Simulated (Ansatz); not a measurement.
`B[Se][CH2][AlH][SH]` + H₂ → `B[Se]C` + `[AlH2][SH]`  (hydrogenolysis of a C–Al bond)

Gas-phase electronic energies from Ansatz, PBE0-D4/def2-TZVP geometries. CCSD(T)/CBS is the MP2 limit (def2-TZVPP, def2-QZVPP) plus CCSD(T) − MP2 in def2-TZVPP, frozen cores. This one scheme is used for every species. For Se outer-core shells are correlated without core-valence functions, which leaves a few kJ/mol of doubt a bond. Scalar relativity is left out up to krypton. Each species was taken in one conformer, which may not be the lowest.

```json
{"species": "`B[Se][CH2][AlH][SH]`", "CCSD(T)/CBS(def2) energy (Eh)": "-3107.01045"}
{"species": "H₂", "CCSD(T)/CBS(def2) energy (Eh)": "-1.17544"}
{"species": "`B[Se]C`", "CCSD(T)/CBS(def2) energy (Eh)": "-2466.56684"}
{"species": "`[AlH2][SH]`", "CCSD(T)/CBS(def2) energy (Eh)": "-641.61836"}
```

Question: Work out ΔE.

Answer: ΔE = (-2466.56684) + (-641.61836) − (-3107.01045) − (-1.17544) = 0.00069 Eh = +0.4 kcal/mol.

Largest T1 diagnostic among the species: 0.014.

From PBE to PBE0 (25 % exact exchange), in def2-TZVPP and without D4, ΔE moves by −0.8 kcal/mol. In def2-TZVPP, CCSD(T) changes the Hartree–Fock value by +11.4 kcal/mol (the triples alone add +2.1 kcal/mol) and MP2 by +13.2 kcal/mol. The D4 term adds +4.6 kcal/mol with B3LYP and +2.6 kcal/mol with PBE0; it sums over pairs of atoms, weighted by their polarisabilities, and B3LYP, whose exchange is more repulsive, gets the larger term.

B3LYP here is the variant with VWN-RPA as its local correlation; programs differ in this.
